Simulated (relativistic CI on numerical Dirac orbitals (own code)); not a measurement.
# Cd³⁺: M2,3 absorption edge

Computed with this model: Dirac-Coulomb-Breit CI, KLI orbitals optimised for each configuration, QED by a radiative potential, valence Slater integrals scaled by 0.9, multiplet model of core-to-valence dipole absorption; configurations [Kr] 4d9 → [Ne] 3s2 3p5 3d10 4s2 4p6 4d10; 300 K; Lorentzian 2 eV and Gaussian 0.4 eV FWHM. Energies are those of the free ion, without screening or charge transfer. The branching ratio is the share of the lower-energy edge in the whole absorption, uncertain by about 0.02 where the edges overlap. S is read from ⟨S²⟩ = S(S + 1).

Field parameters in Wybourne normalisation: D4h B²₀ = −7Ds, B⁴₀ = 21(Dq − Dt), B⁴₄ = 21√(5/14) Dq; Oh B⁴₀ = 21Dq, B⁴₄ = √(5/14) B⁴₀; Td as Oh with Dq negative (B⁴₀ = 21Dq, B⁴₄ = √(5/14) B⁴₀). The field is a parameter set, without covalency.

Computed curve for Oh, 10Dq = 16400 cm⁻¹, scaled to 100 at the maximum (points under 2 are left out and the grid is thinned):

Energy (eV), Intensity and a bar:
```
   605.25        2.1 
   605.50        2.3 
   606.00        2.6 
   606.25        2.8 
   606.75        3.4 
   607.00        3.7 
   607.25        4.1 #
   607.75        5.0 #
   608.00        5.6 #
   608.50        7.0 ##
   608.75        8.0 ##
   609.00        9.2 ##
   609.50       12.5 ###
   609.75       14.8 ####
   610.00       17.8 #####
   610.50       26.8 ########
   610.75       33.6 ##########
   611.25       54.6 ################
   611.50       69.2 #####################
   611.75       84.7 #########################
   612.25      100.0 ##############################
   612.50       93.0 ############################
   613.00       63.5 ###################
   613.25       49.9 ###############
   613.50       39.0 ###########
   614.00       24.7 #######
   614.25       20.1 ######
   614.75       13.9 ####
   615.00       11.8 ###
   615.25       10.1 ##
   615.75        7.6 ##
   616.00        6.7 #
   616.25        6.0 #
   616.75        4.8 #
   617.00        4.3 #
   617.50        3.6 
   617.75        3.3 
   618.00        3.0 
   618.50        2.6 
   618.75        2.4 
   619.25        2.1 
   643.75        2.1 
   644.00        2.4 
   644.50        3.3 
   644.75        3.9 #
   645.25        5.8 #
   645.50        7.2 ##
   645.75        9.1 ##
   646.25       14.8 ####
   646.50       18.1 #####
   646.75       20.8 ######
   647.25       20.4 ######
   647.50       17.4 #####
   648.00       11.1 ###
   648.25        8.7 ##
   648.50        6.9 #
   649.00        4.5 #
   649.25        3.7 #
   649.75        2.7 
   650.00        2.3
```

The ground state has S = 0.50, and the centroid lies at 618.39 eV.
